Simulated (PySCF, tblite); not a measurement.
Compound: C6H4FOP.
Cartesian coordinates in Å at the GFN2-xTB level; atoms count from 1:
```
atom  x, y, z in Å
O1    -2.3679   -1.8280    0.1786
C2    -2.1195   -0.6830   -0.0942
C3    -0.7604   -0.1030   -0.0734
C4     0.3064   -0.9284    0.2871
C5     1.6150   -0.4905    0.3409
C6     1.9949    0.8038    0.0436
P7     0.9509    2.1011   -0.4412
C8    -0.5588    1.2307   -0.4049
F9    -1.6420    1.9668   -0.7440
H10   -2.9138    0.0259   -0.3847
H11    0.0640   -1.9528    0.5299
H12    2.3811   -1.1966    0.6308
H13    3.0457    1.0544    0.1139
```

Computed with B3LYP/def2-SVPD in PySCF (dipole) on a GFN2-xTB geometry, gas phase.

Masses are those of the commonest isotopes; rigid-rotor values at the optimised geometry. The values belong to one conformer with, in the numbering `[O:1]=[CH:2][c:3]1[cH:4][cH:5][cH:6][p:7][c:8]1[F:9]`, O1–C2–C3–C4 0°.

Problem. What are A, B and C (MHz)?

Solution. Ia = 218.42, Ib = 412.12, Ic = 630.54 u·Å²; 505379 MHz·u·Å²/I gives A = 2314, B = 1226, C = 801.5 MHz.

Problem. What kind of rotor is it?

Solution. An asymmetric top: κ = (2 × 1226 − 2314 − 801.5)/(2314 − 801.5) = -0.44.

Problem. What does the inertial defect say?

Solution. Planar: Δ = Ic − Ia − Ib = 0.00 u·Å². For a rigid frame Δ = −2 Σ m c², so it vanishes when all atoms lie in the ab plane; here none is more than 0.01 Å from it.

Problem. List the rotational levels J(Ka,Kc) to J = 5 (MHz).

Solution. Above 0(0,0):
J = 1: 1(0,1) 2028, 1(1,1) 3115, 1(1,0) 3540
J = 2: 2(0,2) 5981, 2(1,2) 6746, 2(1,1) 8020, 2(2,1) 11283, 2(2,0) 11385
J = 3: 3(0,3) 11690, 3(1,3) 12135, 3(1,2) 14668, 3(2,2) 17366, 3(2,1) 17843, 3(3,1) 23923, 3(3,0) 23939
J = 4: 4(0,4) 19011, 4(1,4) 19231, 4(1,3) 23372, 4(2,3) 25397, 4(2,2) 26662, 4(3,2) 32200, 4(3,1) 32307, 4(4,1) 41157, 4(4,0) 41159
J = 5: 5(0,5) 27895, 5(1,5) 27992, 5(1,4) 33965, 5(2,4) 35310, 5(2,3) 37814, 5(3,3) 42557, 5(3,2) 42955, 5(4,2) 51521, 5(4,1) 51539, 5(5,1) 63012, 5(5,0) 63012
Those of J = 1 are B + C, A + C and A + B.

Problem. Predict some low-J microwave lines.

Solution. The dipole components are |μa| = 2.41 D, |μb| = 1.37 D, |μc| = 0.00 D; the mirror of this Cs structure is the ab plane, so μc vanishes by symmetry and there are no c-type lines. Intensities carry the squares of the components, which stand as 1.00 : 0.32 (a : b). Some lines, for components of 0.1 D or more:

```csv
type,branch,"J(Ka,Kc)",MHz,lower level (cm⁻¹)
a,Q,"1(1,0) ← 1(1,1)",425,0.104
a,Q,"2(1,1) ← 2(1,2)",1274,0.225
b,Q,"1(1,0) ← 1(0,1)",1512,0.068
a,R,"1(0,1) ← 0(0,0)",2028,0.000
b,Q,"2(1,1) ← 2(0,2)",2039,0.200
b,R,"2(0,2) ← 1(1,1)",2866,0.104
b,R,"1(1,1) ← 0(0,0)",3115,0.000
b,Q,"2(2,0) ← 2(1,1)",3365,0.268
a,R,"2(1,2) ← 1(1,1)",3631,0.104
a,R,"2(0,2) ← 1(0,1)",3953,0.068
a,R,"2(1,1) ← 1(1,0)",4480,0.118
b,Q,"2(2,1) ← 2(1,2)",4537,0.225
b,R,"2(1,2) ← 1(0,1)",4718,0.068
b,R,"2(2,1) ← 1(1,0)",7743,0.118
b,R,"2(2,0) ← 1(1,1)",8270,0.104
```

Its GFN2-xTB frequencies are all real (lowest 82 cm⁻¹). Constants of a rigid frame at the computed geometry: no zero-point averaging, no centrifugal distortion.

Cost: about 90 s of CPU time on one thread; the machine was shared, so the figure is rough. This is the B3LYP/def2-SVPD job that gave the dipole, with the excitations it also computed.
